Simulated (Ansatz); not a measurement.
Isolated molecules relaxed with PBE0-D4/def2-TZVP in Ansatz; ΔE leaves out vibrations. CBS: MP2 limit from def2 TZ/QZ plus the TZ coupled-cluster correction, frozen cores. This one scheme is used for every species. DFT in def2-TZVPP. One conformer a species, not always the lowest.

`N=CC[SiH3]` + CH₃OH → `COC=N` + `C[SiH3]`  (substitution at a C–C bond)

CCSD(T)/CBS gives -33.7 kJ/mol.

(1) Another level gave -46.3 kJ/mol. Which?
A. r2SCANh-D4/def2-TZVPP
B. SCS-MP2/def2-TZVPP
C. BHLYP-D4/def2-TZVPP
D. LDA (SPW92)/def2-TZVPP

Largest T1 diagnostic among the species: 0.014.

Results:

(1) A. r2SCANh-D4 -46.3, SCS-MP2/def2-TZVPP -36.5, BHLYP-D4 -40.9, LDA (SPW92) -54.0 kJ/mol.

At CCSD(T), def2-SVP lies −13.1 kJ/mol from the extrapolated value and def2-TZVPP −2.8 kJ/mol. From r2SCAN to r2SCAN0 (25 % exact exchange), in def2-TZVPP and without D4, ΔE moves by +3.1 kJ/mol.
